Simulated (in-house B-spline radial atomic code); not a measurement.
# Ionising Pd VII (Pd6+) with different functionals

Computed with an all-electron radial atomic-structure program (B-spline basis): scalar-relativistic (spin-free X2C) Hamiltonian, Fermi nucleus of rms radius 4.5318 fm, spin-polarised at highest spin, spherical fractional occupations for the functionals, and exact exchange of hybrids averaged over the configuration. The ionisation energy is the difference of two self-consistent energies, [Kr] 4d4 → [Kr] 4d3, without Breit or QED terms; ε is the level of the shell that loses the electron (its least bound occupied spin orbital). There is no spin-orbit coupling in this Hamiltonian.

```
   method                    rung  ΔSCF (eV)  -ε(4d) (eV)
     PBE0           global hybrid     102.75        96.10
    B3LYP           global hybrid     102.62        95.45
    TPSSh           global hybrid     102.68        94.55
BHandHLYP           global hybrid     102.53        98.37
  r2SCAN0           global hybrid     103.04        96.48
    B97-1           global hybrid     102.47        95.40
    HSE06  range-separated hybrid     102.71        95.66
    wB97X  range-separated hybrid     102.33        98.31
CAM-B3LYP  range-separated hybrid     102.56        97.40
  LC-wPBE  range-separated hybrid     102.68        98.84
```

Q: Among the functionals, which spreads more, the ΔSCF values or the orbital energies?

A: The orbital energies: ΔSCF values span about 0.70 eV and the orbital energies 4.29 eV; here energy differences depend much less on the functional than eigenvalues do.

Q: How do they compare with the NIST value?

A: NIST lists 101 eV ± 2 (tabulated theory, ground level to ground level). Errors run from +1.33 to +2.04 eV; all lie within about twice that uncertainty, so the table can't rank the methods.
